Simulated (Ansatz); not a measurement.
Geometry optimisation, RKS B3LYP-D4/def2-SVP (Ansatz).

Input file:

```yaml
crystal:
  periodic: [false, false, false]
  atoms:
    - { symbol: Si, position_ang: [-0.475086, 1.224055, -0.794031] }
    - { symbol: O, position_ang: [0.268797, 1.563846, 0.726849] }
    - { symbol: H, position_ang: [0.160469, 0.088091, -1.526235] }
    - { symbol: H, position_ang: [-1.919717, 0.910475, -0.589834] }
    - { symbol: H, position_ang: [-0.299644, 2.456371, -1.614993] }
    - { symbol: H, position_ang: [0.872816, -0.624057, 0.825374] }
    - { symbol: As, position_ang: [1.021383, -1.941056, 0.104758] }
    - { symbol: H, position_ang: [-0.156884, 1.152232, 1.490572] }
    - { symbol: H, position_ang: [1.021637, -2.721829, 1.431811] }
    - { symbol: H, position_ang: [-0.493772, -2.108127, -0.054271] }
basis:
  gaussian: { orbitals: def2-SVP }
hamiltonian:
  xc: b3lyp
  dispersion: d4
relax:
  f_tol: 0.03
  max_steps: 50
```

Launched with:

```bash
$ ansatz run input.yaml --threads 2 --pin off --max-ram 3072MiB --backend cpu --events-out ev --progress --plain --runs-dir out
```

Where does it end, and by what steps?

The forces met the threshold. The force dipped under the threshold on the way, but the program's further checks kept it going. After 42 steps the energy has fallen by 0.182 eV; H9 moved furthest, 1.47 Å.

```
step  energy less start (eV)  largest force component (eV/Å)  accepted
   0                  0.0000                           1.073       yes
   2                 -0.1265                           0.884       yes
   4                 -0.1580                           0.104       yes
   6                 -0.1589                           0.356        no
   8                 -0.1637                           0.207        no
  10                 -0.1664                           0.085       yes
  12                 -0.1682                           0.173       yes
  14                 -0.1697                           0.085       yes
  16                 -0.1707                           0.032       yes
  18                 -0.1678                           0.249        no
  20                 -0.1718                           0.059       yes
  22                 -0.1716                           0.144        no
  24                 -0.1734                           0.096       yes
  26                 -0.1745                           0.043       yes
  28                 -0.1737                           0.238        no
  30                 -0.1765                           0.119       yes
  32                 -0.1781                           0.024       yes
  34                 -0.1797                           0.067       yes
  36                 -0.1808                           0.077       yes
  38                 -0.1817                           0.045       yes
  40                 -0.1820                           0.037       yes
  42                 -0.1822                           0.017       yes
```

```xyz
10
Properties=species:S:1:pos:R:3
Si -0.597 1.337 -0.736
O 0.294 1.347 0.674
H 0.150 0.716 -1.873
H -1.886 0.594 -0.586
H -0.883 2.760 -1.056
H 1.742 -1.275 0.384
As 0.771 -2.422 0.681
H 0.547 0.485 1.028
H 0.107 -1.644 1.824
H -0.243 -1.898 -0.339
```

Run time: 93 s on 2 threads of Intel(R) Xeon(R) Platinum 8259CL CPU @ 2.50GHz (Skylake/Cascade Lake) (shared host), peak memory 0.22 GiB.
